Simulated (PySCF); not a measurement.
An unknown is described by computed data only.

Formula: C2H10OSSi2.

| Item | Value |
| --- | --- |
| 1H NMR | chemical shifts (computed TMS as zero) by class: 5.31 (2 H), 4.63 (3 H), 3.76 (2 H), 1.22 (3 H) ppm [GIAO PBE0/pcSseg-1] |
| UV, first state | lowest singlet excitation: 6.07 eV (204 nm, f = 0.020) [TDDFT PBE0/def2-SVPD] |
| Polarisability | 103.7 au [PBE0/def2-SVPD] |
| 13C NMR | chemical shifts (computed TMS as zero) by class: 59.1 (1 C), 17.9 (1 C) ppm [GIAO PBE0/pcSseg-1] |
| NMR, other nuclei | isotropic shieldings of nuclei other than C and H, by class: 276 (1 O), 365 (1 Si), 401 (1 Si), 787 (1 S) ppm [GIAO PBE0/pcSseg-1] |
| Valence photoelectron | vertical ionisation energy: 9.45 eV [ΔSCF PBE0/def2-SVPD] |
| Triplet | lowest triplet excitation (Tamm–Dancoff): 5.69 eV [TDA PBE0/def2-SVPD] |
| Rotational structure | rotational constants A, B, C: 2.883, 1.048, 0.925 GHz [PBE0-D3(BJ)/def2-SVP] |
| UV, strongest line | among the 10 lowest singlet transitions: S4 at 7.04 eV (176 nm, f = 0.028) [TDDFT PBE0/def2-SVPD] |
| Dipole | 1.21 D [PBE0/def2-SVPD] |

The electronic properties come from PySCF, for the isolated species, density fitting. Levels stand in brackets. Isolated species at its PBE0-D3(BJ)/def2-SVP geometry (one conformer only). NMR classes are plain means over equivalent atoms (diastereotopic ones count apart unless rotation or inversion swaps them), as if these changed places fast.

Task: Propose a structure and show how it fits.

Result: Numbering: `[CH3:1][CH2:2][O:3][SiH2:4][S:5][SiH3:6]`. Its formula, C2H10OSSi2, gives 0 degrees of unsaturation, so no ring and no π bond. 2 carbons fall into 2 classes; from least to most shielded: sp3 carbon bound to oxygen [C2] (59.1 ppm), methyl carbon [C1] (17.9 ppm). Hydrogen classes from least to most shielded: 2 H on an oxygen-bound silicon, Si4 (5.31 ppm), 3 H on an SiH3 silicon, Si6 (4.63 ppm), 2 H on an sp3 carbon bound to oxygen, C2 (3.76 ppm), 3 H on a methyl carbon, C1 (1.22 ppm). The other shieldings belong to: 276 ppm, silyl ether oxygen [O3]; 365 ppm, oxygen-bound silicon [Si4]; 401 ppm, SiH3 silicon [Si6]; 787 ppm, sulfur bonded to 2 Si [S5]. The first electron is taken from the HOMO, whose largest Löwdin shares are 0.69 on the sulfur bonded to 2 Si, 0.10 on the SiH3 silicon and 0.08 on the oxygen-bound silicon. The optimised geometry has point group C1 and is an asymmetric top. Structure: `CCO[SiH2]S[SiH3]`. The assignments are read from this structure; whether some other isomer fits the data as well wasn't checked.

Shape of the structure used: `[CH3:1][CH2:2][O:3][SiH2:4][S:5][SiH3:6]`: C1–C2–O3–Si4 -85°, C2–O3–Si4–S5 -56°, O3–Si4–S5–Si6 -51°.
